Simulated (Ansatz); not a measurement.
Consider the formal exchange of groups at the Si–O bond: `[NH2][Sc]([OH])[O][SiH3]` + `[SiH3][SiH2][SiH3]` → `[SiH3][SiH2][SiH2][SiH3]` + `[NH2][Sc]([OH])[OH]`.

Program: Ansatz. Geometries: PBE0-D4/def2-TZVP. ΔE: electronic, gas phase. CCSD(T)/CBS adds triple-zeta CCSD(T) − MP2 to the extrapolated MP2 energy (def2 sets, frozen cores). DFT in def2-TZVPP. For Sc outer-core shells are correlated without core-valence functions, which leaves a few kJ/mol of doubt a bond. Scalar relativity is left out up to krypton. Each species was taken in one conformer, which may not be the lowest.

```
                   species  BLYP energy (Eh)
`[NH2][Sc]([OH])[O][SiH3]`       -1259.30285
      `[SiH3][SiH2][SiH3]`        -873.26789
`[SiH3][SiH2][SiH2][SiH3]`       -1163.96418
     `[NH2][Sc]([OH])[OH]`        -968.56673
```

Work out ΔE.

ΔE = (-1163.96418) + (-968.56673) − (-1259.30285) − (-873.26789) = 0.03983 Eh = +104.6 kJ/mol. CCSD(T)/CBS gives +104.8 kJ/mol.

Largest T1 diagnostic among the species: 0.016.

At CCSD(T), def2-SVP lies +4.4 kJ/mol from the extrapolated value and def2-TZVPP +0.8 kJ/mol. In def2-TZVPP, CCSD(T) changes the Hartree–Fock value by −31.6 kJ/mol (the triples alone add −4.2 kJ/mol) and MP2 by −27.1 kJ/mol. From PBE to PBE0 (25 % exact exchange), in def2-TZVPP and without D4, ΔE moves by +7.9 kJ/mol.
